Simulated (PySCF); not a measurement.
## Br, SMILES `[Br]` (charge 0, multiplicity 2)

Method: M06-2X/def2-TZVP run with PySCF 2.14.0.

```yaml
highest_occupied_spin_orbital: -9.97 eV
dipole_moment: 0.00 D
total_energy: -2574.1503 Ha
cost: about 4 core-seconds (a rough figure)
```

```xyz
1

Br     0.0000     0.0000     0.0000
```
Charge 0, spin multiplicity 2.
